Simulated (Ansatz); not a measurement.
Species: sum formula SiN2H6 (charge 0, singlet). 
Structure (B3LYP-D3(BJ)/def2-TZVP (Ansatz, a quantum-chemistry and plane-wave program) minimum search):
SMILES: N[SiH2]N
```xyz
9

Si     0.0195    -0.4378    -0.1029
N      1.3660     0.5720    -0.4677
N     -1.3998     0.1869     0.6462
H      0.5367    -1.4591     0.8334
H     -0.4283    -0.9755    -1.4059
H      1.9937     0.8943     0.2518
H      1.3509     1.2078    -1.2495
H     -1.4228     0.4074     1.6293
H     -2.0665     0.7416     0.1328
```

Total electronic energies in hartree. Correlated levels leave the core frozen unless marked. No spin-orbit coupling. Non-relativistic unless marked X2C. CBS(X,Y): correlation extrapolated as X^-3; Hartree-Fock from the larger set. [CCSD(T)-MP2]/basis is that difference in the basis named.

| level | program | energy (Eh) |
|---|---|---|
| HF/cc-pV(D+d)Z | Ansatz | -401.38754 |
| RI-HF/aug-cc-pV(T+d)Z | Ansatz | -401.45238 |
| RI-HF/cc-pV(Q+d)Z | Ansatz | -401.46204 |
| PBE-D3(BJ)/def2-TZVPD | Ansatz + dftd3 | -402.43340 |
| revPBE-D3(BJ)/def2-TZVPD | Ansatz + dftd3 | -402.63586 |
| r2SCAN-D4/def2-TZVPD | Ansatz + dftd4 | -402.63178 |
| BHLYP/def2-TZVPD | Ansatz | -402.65821 |
| r2SCANh-D4/def2-TZVPD | Ansatz + dftd4 | -402.62487 |
| HSE06-D4/def2-TZVPD | Ansatz + dftd4 | -402.45882 |
| wB97X-V/def2-TZVPD | Ansatz | -402.64047 |
| RPA@PBE/cc-pV(Q+d)Z | Ansatz | -402.44390 |
| MP2/cc-pV(T+d)Z | Ansatz | -402.01192 |
| MP2/cc-pVTZ | Ansatz | -402.00628 |
| MP2/CBS(cc-pV(T+d)Z,cc-pV(Q+d)Z) | Ansatz | -402.0959 |
| RI-MP2/aug-cc-pV(Q+d)Z | Ansatz | -402.07232 |
| RI-MP2/CBS(cc-pV(T+d)Z,cc-pV(Q+d)Z) | Ansatz | -402.0957 |
| SCS-MP2/cc-pV(Q+d)Z | Ansatz | -402.07393 |
| CCSD/cc-pVTZ | Ansatz | -402.03804 |
| CCSD(T)/cc-pV(D+d)Z | Ansatz | -401.88733 |
| CCSD(T)/cc-pwCVTZ | Ansatz | -402.07362 |
| X2C-CCSD(T)/cc-pVTZ-DK | Ansatz | -402.71813 |
| RI-MP2/CBS(aug-cc-pV(T+d)Z,aug-cc-pV(Q+d)Z)+[CCSD(T)-MP2]/aug-cc-pV(D+d)Z | Ansatz | -402.1501 |
| CCSD(T)/CBS(cc-pV(T+d)Z,cc-pV(Q+d)Z) | Ansatz | -402.1421 |

Totals of different functionals don't rank their quality; only differences between species are comparable.
